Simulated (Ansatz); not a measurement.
```yaml
crystal:
  periodic: [false, false, false]
  atoms:
    - {symbol: B, position_ang: [-0.698256, 0.789582, -0.501234]}
    - {symbol: C, position_ang: [0.697159, 0.706329, -0.613394]}
    - {symbol: C, position_ang: [0.945561, -0.145100, 0.269421]}
    - {symbol: Ge, position_ang: [-0.709122, -0.884856, 0.399706]}
    - {symbol: H, position_ang: [-1.359970, 1.658017, -0.612761]}
    - {symbol: H, position_ang: [1.379053, 1.300345, -1.042948]}
    - {symbol: H, position_ang: [1.824725, -0.247170, 0.741665]}
    - {symbol: H, position_ang: [-0.775521, -2.079828, -0.354111]}
    - {symbol: H, position_ang: [-1.222115, -1.140098, 1.697923]}
basis:
  gaussian: {orbitals: def2-TZVPD}
hamiltonian: {xc: {name: HF}}
correlation: {method: rpa}
```

```sh
$ ansatz run in.yaml --threads 2 --pin off --events-out ev --progress --plain --max-ram 4352MiB
```

Shortened log:

```
Functional definition: HF
1411 factors; integrals over basis functions are off by at most 9.7e-4 eV
mean field evaluation 1: about -59278.7265 eV, gradient 3.7e1 eV
mean field evaluation 2: about -59278.8043 eV, gradient 3.7e1 eV
mean field evaluation 4: about -59282.3599 eV, gradient 3.5e0 eV
mean field evaluation 8: about -59282.4060 eV, gradient 2.3e-1 eV
mean field -59282.40633390 eV, -2178.5882497126 hartree, gradient 5.4e-7 eV, S^2 0.000000; 0 other end points of the search recorded, 0 dependent functions left out
12 core orbitals not correlated: weight in the atoms' cores, before any rotation towards them, 1.000 or more for the frozen orbitals, at most 0.000 for the correlated occupied ones
reference -59282.40633390 eV, -2178.5882497126 hartree; 15, 15 occupied and 183, 183 virtual orbitals, 1411 factors
Total energy: -59303.33476225 eV, -2179.3573552686 hartree
```

Hardware: 2 threads of an AMD EPYC 7B13 on a shared host. Wall time 5.5 s, peak host memory 0.54 GiB.
